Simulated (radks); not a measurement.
Species: La17+. Configuration: [Kr] 4d4.

Calculated with a radial shooting solver on a logarithmic mesh with Libxc functionals: scalar-relativistic Kohn-Sham, LDA (Slater exchange, Perdew-Wang correlation), spin-unpolarised, spherical densities, finite nucleus; Fermi nuclear charge, rms radius 4.855 fm.

Energy parts (hartree):
total: -8376.8597
kinetic: 8864.4831
electron-nucleus: -19697.1229
Hartree: 2638.0662
exchange-correlation: -182.2861

Orbitals (lengths in bohr, moments of r in powers of bohr; r(90%) holds 90 % of the orbital's charge):
orbital  occ.  eigenvalue (hartree)  r(90%)  <1/r>      <r^4>
1s          2             -1437.341  0.0452  61.95  1.923e-06
2s          2             -241.2723   0.166  14.27  0.0003187
2p          6             -217.9223   0.153  13.55  0.0002322
3s          2             -62.64333   0.417  5.188    0.01287
3p          6             -55.18185   0.422  4.924    0.01335
3d         10             -44.50208   0.403  4.677    0.01098
4s          2             -22.74954   0.888  2.275     0.2700
4p          6             -20.17699   0.932  2.135     0.3251
4d          4             -16.43600   0.997  1.944     0.4168

The highest occupied level is 4d at -447.25 eV. The electron density at the nucleus is 3.633e+05 e/bohr^3 (large components only). For comparison, the ionisation energy in NIST's Atomic Spectra Database is 464 eV (theoretical). In exact Kohn-Sham theory the highest level is minus the ionisation energy, but local and semilocal functionals leave it too shallow, through self-interaction and a potential that decays too fast; potentials with the right tail come closer. The density falls to 0.001 e/bohr^3 at r = 1.68 bohr. Summed over all electrons, <r^2> = 7.454 bohr^2, which gives a Langevin (diamagnetic) susceptibility term of -5.9 x 10^-6 cm^3/mol.

Beside tabulated values, note that spin-unpolarised runs miss the spin-polarisation part of the exchange energy of open shells.
